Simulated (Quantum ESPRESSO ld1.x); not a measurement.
Q: All-electron atom: Ga+ in [Ar] 3d10 4s2. Method: Dirac Kohn-Sham, relativistic LDA (MacDonald-Vosko exchange, VWN5 correlation), spin-unpolarised, spherical densities, point nucleus; computed with ld1.x of Quantum ESPRESSO 7.5. Some entries of the table are withheld. Estimate them.

orbital,occ.,eigenvalue (hartree),<r^2> (bohr^2)
1s1/2,2,-374.277,0.003199
2s1/2,2,(1),0.05627
2p1/2,2,-41.2736,0.04372
2p3/2,4,-40.2642,0.04523
3s1/2,2,-5.71062,0.4941
3p1/2,2,-4.01762,0.5351
3p3/2,4,-3.88447,0.5526
3d3/2,4,-1.03154,0.8455
3d5/2,6,-1.01450,0.8593
4s1/2,2,-0.61123,5.588
4p1/2,0,-0.34617,9.030
4p3/2,0,-0.33960,9.279
5s1/2,0,-0.13986,40.97
4d3/2,0,-0.09040,41.01
4d5/2,0,-0.09015,41.26
4f5/2,0,-0.03230,(2)
4f7/2,0,-0.03230,(3)

A: 
(1) 2s1/2 eigenvalue (hartree): -46.4891
(2) 4f5/2 <r^2> (bohr^2): 315.4
(3) 4f7/2 <r^2> (bohr^2): 315.4
